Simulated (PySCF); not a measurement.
**Two-component Hartree-Fock for Gd+ (gadolinium, charge +1)**

Start: [Xe] 4f7 5d1 6s1; 4f5/2 filled at m_j = -5/2, -3/2, -1/2, +1/2, +3/2, +5/2; 4f7/2 filled at m_j = +7/2; 5d3/2 filled at m_j = -3/2; 6s1/2 filled at m_j = +1/2. Calculated with PySCF 2.14 in x2c-TZVPall-2c: generalised Hartree-Fock with the X2C-1e Hamiltonian and a Gaussian nucleus; one run each with spin-orbit coupling (SO) switched off, then screened by Boettger's factors.

```
spinor shell  electrons  ε, spin-free (eV)  ε, screened SO (eV)  weight of nominal j (screened SO)  rms radius, screened SO (bohr)
       1s1/2          2           -50502.8             -50493.3                              1.000                          0.0249
       2s1/2          2            -8464.6              -8461.6                              1.000                           0.101
       2p1/2          2            -7528.1              -8018.5                              1.000                          0.0864
       2p3/2          4            -7528.1              -7318.0                              1.000                          0.0928
       3s1/2          2            -1931.7              -1930.8                              1.000                           0.260
       3p1/2          2            -1635.6              -1738.2                              1.000                           0.252
       3p3/2          4            -1635.6              -1591.1                              1.000                           0.265
       3d3/2          4            -1243.4              -1262.3                              0.994                           0.237
       3d5/2          6            -1243.4              -1230.0                              0.996                           0.241
       4s1/2          2            -417.03              -416.71                              1.000                           0.588
       4p1/2          2            -316.77              -341.14                              0.965                           0.605
       4p3/2          4            -316.77              -305.97                              0.983                           0.633
       4d3/2          4            -174.72              -180.81                              0.724                           0.684
       4d5/2          6            -174.72              -170.37                              0.816                           0.690
       5s1/2          2            -66.818              -66.719                              1.000                            1.44
       5p1/2          2            -39.794              -44.257                              0.856                            1.62
       5p3/2          4            -39.794              -37.695                              0.928                            1.71
       4f5/2          6            -29.040              -28.986                              0.551                           0.926
       4f7/2          1            -29.040              -28.291                              1.000                           0.923
       5d3/2          1            -12.881              -12.993                              0.859                            2.69
       6s1/2          1            -11.481              -11.459                              0.997                            4.03
```

```csv
quantity,spin-free,screened SO
E (hartree),-11263.41115,-11270.73104
M_J,5/2,5/2
⟨J²⟩,12.778,12.479
⟨L²⟩,6.023,6.051
⟨S²⟩,24.754,24.589
```

The determinant has a definite M_J but mixes levels of different J.

Each row is a mean over spinors that exchange with the open shell spreads, by up to 19.517 eV (4d5/2).

Rows whose weight is well below 1 are mixtures of j = l ± 1/2: exchange outweighs spin-orbit coupling there, and the label is only the starting occupation.

Breit and QED terms are absent; they matter most for the inner s and p1/2 levels.

Densities and radii are taken from the X2C orbitals without a picture-change correction, which distorts them close to the nucleus.

Without spin-orbit coupling the j labels of p, d and f shells carry no meaning; the spin-free column gives the mean over the occupied spinors of each nl shell, and its ⟨J²⟩ belongs to a mixture of degenerate components.
